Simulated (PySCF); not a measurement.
Dipole response of Pt⁶⁸⁺ (platinum, charge +68)

[Ne], closed-shell 1S. Computed with PySCF 2.14 in an even-tempered Gaussian basis (17 s from 48 bohr⁻², ratio 2.2; 10 p from 63 bohr⁻², ratio 2.2; 5 d from 250 bohr⁻², ratio 2.4; 5 f from 370 bohr⁻², ratio 2.4; 4 g from 550 bohr⁻², ratio 2.4), with no relativity, point nucleus. Coupled (time-dependent) response in atomic units; α is the mean over directions.

```
method  mean α (bohr³)  C₆ (like pair)      S(−4)
   UHF       3.165e-05       3.951e-07  1.233e-10
  PBE0       3.174e-05       3.965e-07  1.245e-10
```

S(−4) is the Cauchy moment in α(ω) = α(0) + S(−4) ω² + …

α(iu) at UHF:

```json
{"u (hartree)": "0", "α(iu) (bohr³)": "3.165e-05"}
{"u (hartree)": "50.0", "α(iu) (bohr³)": "3.134e-05"}
{"u (hartree)": "100", "α(iu) (bohr³)": "3.047e-05"}
{"u (hartree)": "200", "α(iu) (bohr³)": "2.745e-05"}
{"u (hartree)": "300", "α(iu) (bohr³)": "2.366e-05"}
{"u (hartree)": "400", "α(iu) (bohr³)": "1.990e-05"}
{"u (hartree)": "500", "α(iu) (bohr³)": "1.657e-05"}
{"u (hartree)": "750", "α(iu) (bohr³)": "1.057e-05"}
{"u (hartree)": "1000", "α(iu) (bohr³)": "7.062e-06"}
{"u (hartree)": "1500", "α(iu) (bohr³)": "3.667e-06"}
{"u (hartree)": "2500", "α(iu) (bohr³)": "1.478e-06"}
```

A single London oscillator, α(iu) = α/(1 + u²/ω²), gives C₆ = (3/4) ω α². Matching the computed C₆ needs ω = 4 × 3.951e-07 / (3 × 3.165e-05²) = 526 hartree.

For an ion, C₆ is the dispersion term alone; charge-induced terms of lower order in 1/R come first.

A non-relativistic calculation at this Z misses sizeable relativistic shifts. Spin-orbit coupling, which splits the p, d and f shells strongly at this Z, is absent.
